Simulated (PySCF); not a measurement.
Can point charges reproduce the dipole moment of `N[Si@@H]1N[SiH2]CO[SiH2]1`?

Coordinates (GFN2-xTB, Å) and charges (e) from the PBE0/pcSseg-1 density (PySCF):

```
atom       x       y       z  Mulliken      IAO  Hirshfeld  ESP-fitted
  N1   2.729  -0.461   0.144   -0.6297  -0.8466    -0.3251     -1.0592
 Si2   1.214  -0.224   0.943   +0.6861  +0.8370    +0.3276     +0.6603
  N3   0.110  -1.390   0.234   -0.8460  -0.9402    -0.3357     -0.7915
 Si4  -1.455  -1.143  -0.441   +0.7847  +0.8895    +0.3646     +0.5282
  C5  -2.068   0.558   0.175   -0.2296  -0.3357    -0.0826     -0.1757
  O6  -1.170   1.606  -0.114   -0.6243  -0.6382    -0.2274     -0.3846
 Si7   0.312   1.834   0.500   +0.5586  +0.7125    +0.3069     +0.5347
  H8   3.461   0.215   0.284   +0.1898  +0.2598    +0.1136     +0.3795
  H9   3.128  -1.387   0.119   +0.1864  +0.2573    +0.1161     +0.4072
 H10   1.265  -0.640   2.370   -0.1121  -0.1729    -0.1082     -0.1882
 H11   0.478  -2.321   0.114   +0.2118  +0.2602    +0.1157     +0.3936
 H12  -1.430  -1.136  -1.910   -0.1084  -0.1546    -0.0890     -0.1128
 H13  -2.380  -2.165   0.067   -0.1222  -0.1501    -0.0879     -0.1395
 H14  -2.262   0.533   1.253   +0.1232  +0.1300    +0.0363     +0.1038
 H15  -3.013   0.817  -0.310   +0.1398  +0.1584    +0.0455     +0.1215
 H16   0.208   2.617   1.749   -0.1171  -0.1541    -0.0957     -0.1673
 H17   0.865   2.699  -0.539   -0.0909  -0.1122    -0.0746     -0.1099
```

Question: Form Σ q r in debye for every column and set it beside the full dipole.

Answer: The full density gives (1.62, -1.56, 0.73) D, 2.36 D in size; dipole vectors point from the negative to the positive end.

```tsv
scheme	μx	μy	μz	size (D)	share of the full size (%)	angle to the full dipole (°)
Mulliken	0.49	-1.49	1.49	2.17	92	35
IAO	1.24	-1.02	1.63	2.29	97	28
Hirshfeld	0.88	-0.77	0.28	1.21	51	5
ESP-fitted	1.61	-1.55	0.73	2.35	100	0
```

Question: Which set comes closest?

Answer: Length of the difference vector: ESP-fitted 0.01 D, IAO 1.11 D, Hirshfeld 1.16 D, Mulliken 1.37 D. Closest: ESP-fitted. The schemes that divide the density aren't constrained to reproduce the dipole.

Question: What is left for the Hirshfeld atoms' own dipoles?

Answer: The Hirshfeld atoms' densities add up to the full density, so μ = Σ q r + Σ (atomic dipoles). The atomic dipoles sum to (1.62, -1.56, 0.73) − (0.88, -0.77, 0.28) = (0.74, -0.79, 0.45) D, 1.16 D in size.

Question: With the origin at the mean of the coordinates, (0.000, 0.001, 0.273) Å, which are the largest single terms, by size, of the Mulliken dipole along the direction of the full one?

Answer: N1 -6.46, O6 +5.94, N3 -3.99, Si2 +3.91, H9 +2.70 D; all 17 atoms together +1.78 D. The single terms depend on the origin, their sum doesn't.

Question: Give the size of the full dipole in other units.

Answer: 2.36 D = 0.928 au = 0.491 e·Å = 7.87 × 10⁻³⁰ C·m.

The structure is a single GFN2-xTB conformer in the gas phase; no vibrational or solvent corrections.

These values come from a run that also computed NMR shieldings. Hardware: one thread, Arm Neoverse N1 (aarch64), shared host with 64 logical CPUs at a one-minute load of 56. Cost: 67 s wall (grids of density and orbitals included), 0.85 GiB resident at most.
